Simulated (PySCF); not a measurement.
# Structure elucidation problem

An unknown has the formula C₄H₄N₂O₃. Its calculated NMR data are:

$^{1}$H NMR (600 MHz, computed): δ 8.46 (s, 1H), 4.26 (s, 3H).

$^{13}$C{$^{1}$H} NMR (computed): δ 164.5 (C), 162.8 (C), 160.1 (CH), 55.1 (CH3).

All values are calculated (PySCF): σ from GIAO-PBE0/pcSseg-1, GFN2-xTB geometry. Equivalent nuclei averaged, no solvent model, one computed conformer, no relativistic terms.

δ = σ(ref) − σ, references computed at the same level: $^{1}$H (σ = 31.72 ppm) and $^{13}$C (σ = 186.93 ppm) vs TMS.

**Question.** What is the structure?

**Answer.** 
1. The formula gives 4 degrees of unsaturation (1 ring in the answer).
2. 4 carbon signals for 4 carbons: no two carbons are equivalent.
3. Carbon types of the structure: 2 × C, 1 × CH, 1 × CH3, which accounts for all hydrogens.
4. δC 164.5: substituted aromatic carbon next to the ring oxygen.
5. δC 162.8: ester carbonyl carbon; it is a carbonyl in resonance with an O or N lone pair, the region of acids, esters and amides.
6. δC 160.1: aromatic CH between two ring heteroatoms.
7. δC 55.1: methyl carbon bonded to O; deshielded by the electronegative neighbour.
8. δH 8.46: hydrogen on an aromatic CH between two ring heteroatoms; the ring current deshields protons in the ring plane.
9. δH 4.26: hydrogen on a methyl carbon bonded to O; its carbon carries O, an electronegative neighbour.

These data were computed for SMILES COC(=O)c1nnco1.

The shifts were computed for this structure.

Shifts are as computed. Against solution values, carbons near 30 ppm lie about +3 ppm off and those near 130 ppm about +5 ppm. Of 1211 compounds with measured shifts, 218 miss one by over three times the rms of a fit or turn the order of signals round; such compounds aren't used in these exercises. No couplings were computed; multiplicities are counted from neighbouring protons, with m where these are inequivalent, close in shift, in a saturated or five-membered ring or joined by F or P, and br s for small geminal =CH2 splittings.
